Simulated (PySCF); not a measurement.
# Orbital picture of AuF

TPSSh at R = 1.939 Å; basis Au def2-TZVPP with ECP60, F def2-TZVPP; scalar-relativistic core potentials; PySCF 2.14. State: ¹Σ⁺ (singlet), closed shell. Only the outer orbitals are listed, counted within each symmetry, core potentials removing the inner ones.

```json
{"orbital": "5σ", "occ.": "2", "ε (eV)": "-11.51", "on Au (%)": "37", "main shells (%)": "61 F p, 32 Au d"}
{"orbital": "2π", "occ.": "2", "ε (eV)": "-10.16", "on Au (%)": "46", "main shells (%)": "54 F p, 46 Au d"}
{"orbital": "2π", "occ.": "2", "ε (eV)": "-10.16", "on Au (%)": "46", "main shells (%)": "54 F p, 46 Au d"}
{"orbital": "1δ", "occ.": "2", "ε (eV)": "-8.46", "on Au (%)": "100", "main shells (%)": "100 Au d"}
{"orbital": "1δ", "occ.": "2", "ε (eV)": "-8.46", "on Au (%)": "100", "main shells (%)": "100 Au d"}
{"orbital": "3π", "occ.": "2", "ε (eV)": "-7.75", "on Au (%)": "56", "main shells (%)": "55 Au d, 44 F p"}
{"orbital": "3π", "occ.": "2", "ε (eV)": "-7.75", "on Au (%)": "56", "main shells (%)": "55 Au d, 44 F p"}
{"orbital": "6σ", "occ.": "2", "ε (eV)": "-7.56", "on Au (%)": "85", "main shells (%)": "53 Au d, 31 Au s, 15 F p"}
{"orbital": "7σ", "occ.": "0", "ε (eV)": "-4.40", "on Au (%)": "86", "main shells (%)": "64 Au s, 16 F p, 13 Au d"}
{"orbital": "4π", "occ.": "0", "ε (eV)": "-0.19", "on Au (%)": "99", "main shells (%)": "98 Au p"}
{"orbital": "4π", "occ.": "0", "ε (eV)": "-0.19", "on Au (%)": "99", "main shells (%)": "98 Au p"}
```

Which are the highest filled and the lowest empty level, where do they sit, and how wide is the gap?

Highest filled 6σ at -7.56 eV (in %: 53 Au d, 31 Au s, 15 F p); lowest empty 7σ at -4.40 eV (in %: 64 Au s, 16 F p, 13 Au d); the gap at TPSSh is 3.16 eV.

```
bond order (Mayer)                              : 0.88
⟨S²⟩                                            : 0.000
charge on Au (Mulliken, basis-dependent)        : 0.44
charge on Au (Löwdin, basis-dependent)          : 0.34
dipole moment (positive dipole means Au(−)F(+)) : -4.04 D
```

Spin–orbit coupling is left out.
